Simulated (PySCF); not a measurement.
Which determinant of HgH lies lowest?

Unrestricted PBE0; basis Hg def2-TZVP with ECP60, H def2-TZVP; scalar-relativistic core potentials; PySCF 2.14. Outer shells of the fragments: Hg 5d10 6s2; H 1s1.

Followed along the bond (rough minima from three points):

```json
{"2Ms+1": "2", "unpaired": "σ ↑", "⟨S²⟩ at the start": "0.76", "R at minimum (Å)": "1.77", "Te (eV)": "0.00"}
{"2Ms+1": "4", "unpaired": "σ ↑↑, π ↑", "⟨S²⟩ at the start": "3.76", "R at minimum (Å)": "none in the scan", "Te (eV)": "≤ 5.91"}
```

Solutions found at the starting distance of 1.695 Å, counted from the lowest of them; the search is not exhaustive and high or unbound solutions are not listed, so other states can lie among these:

| 2Ms+1 | unpaired | term | E (eV) | ⟨S²⟩ | ⟨Lz²⟩ | μ (D) |
| --- | --- | --- | --- | --- | --- | --- |
| 2 | σ ↑ | ²Σ⁺ | 0.00 | 0.76 | 0.00 | -0.14 |
| 2 | π ↑ | ²Π | 3.33 | 0.77 | 1.00 | -0.70 |
| 4 | σ ↑↑, π ↑ | ⁴Π | 6.28 | 3.76 | 1.02 | 1.22 |
| 4 | σ ↑↑↑ | ⁴Σ⁺ | 9.34 | 3.75 | 0.00 | 3.04 |

A term symbol is given only where ⟨S²⟩ and ⟨Lz²⟩ are close to those of a pure state; real π, δ and φ orbitals otherwise mix terms. A positive dipole means Hg(−)H(+).

The measured ground state is X ²Σ+ (Huber and Herzberg, Constants of Diatomic Molecules (1979)).

Spin–orbit coupling is left out. Counting both spins, an empty level lies below a filled one in some of these solutions, because spin and occupation are held.
